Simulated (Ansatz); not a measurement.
`CC[SiH](O)[SiH3]` + H₂O → `OC[SiH](O)[SiH3]` + CH₄  (formal hydrolysis of a C–C bond)

Computed with Ansatz on PBE0-D4/def2-TZVP structures; ΔE is electronic, products minus reactants. CCSD(T)/CBS adds triple-zeta CCSD(T) − MP2 to the extrapolated MP2 energy (def2 sets, frozen cores). This one scheme is used for every species. DFT in def2-TZVPP. One conformer a species, not always the lowest.

```
             level  ΔE (kcal/mol)
           ωB97X-V           12.2
           ωB97M-V           12.7
CCSD(T)/def2-TZVPP           13.9
    CCSD/CBS(def2)           14.8
```

(1) What does CCSD(T)/CBS give? (Best estimate.)

Largest T1 diagnostic among the species: 0.012.

Results:

(1) The calculation gave: +14.7 kcal/mol. The listed levels differ from it by -2.5, -2.0, -0.8, 0.1 kcal/mol.

In def2-TZVPP, CCSD(T) changes the Hartree–Fock value by +1.6 kcal/mol (the triples alone add −0.1 kcal/mol) and MP2 by +3.2 kcal/mol. The D4 term adds +1.1 kcal/mol with B3LYP and +0.6 kcal/mol with PBE0; it sums over pairs of atoms, weighted by their polarisabilities, and B3LYP, whose exchange is more repulsive, gets the larger term. From PBE to PBE0 (25 % exact exchange), in def2-TZVPP and without D4, ΔE moves by +1.7 kcal/mol.

B3LYP here is the variant with VWN-RPA as its local correlation; programs differ in this.
